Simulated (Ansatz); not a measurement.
`C=C[SiH](F)Cl`. Charge 0, multiplicity 1. Geometry: relaxed with PBE0-D4/def2-TZVP. It is one conformer, not always the lowest.

```xyz
9

C    -0.522   -1.099    0.984
C    -0.269   -0.660   -0.247
Si    0.379    1.038   -0.514
F    -0.619    1.885   -1.420
Cl    2.162    0.980   -1.511
H    -0.362   -0.473    1.858
H    -0.896   -2.100    1.177
H    -0.439   -1.322   -1.093
H     0.566    1.750    0.766
```

What is the dipole moment at ωB97M-V/def2-TZVPP? (Best estimate.)

Computed: 2.33 D, with components (-0.62, -1.59, 1.59) D in this frame, pointing from negative to positive charge.

And with PBE, r2SCAN, B3LYP? (Best estimate.)

Ansatz gave: PBE 2.22 D, r2SCAN 2.30 D, B3LYP 2.33 D.

Give the Mulliken charges with ωB97M-V, PBE, r2SCAN in def2-TZVPP. (Estimate.)

Computed: 
```
atom  ωB97M-V    PBE  r2SCAN
  C1    -0.16  -0.16   -0.11
  C2    -0.25  -0.17   -0.23
 Si3     0.65   0.62    0.75
  F4    -0.30  -0.27   -0.31
 Cl5    -0.21  -0.22   -0.25
  H6     0.10   0.09    0.08
  H7     0.12   0.11    0.09
  H8     0.11   0.09    0.08
  H9    -0.05  -0.09   -0.09
```

B3LYP here is the variant with VWN-RPA as its local correlation; programs differ in this.
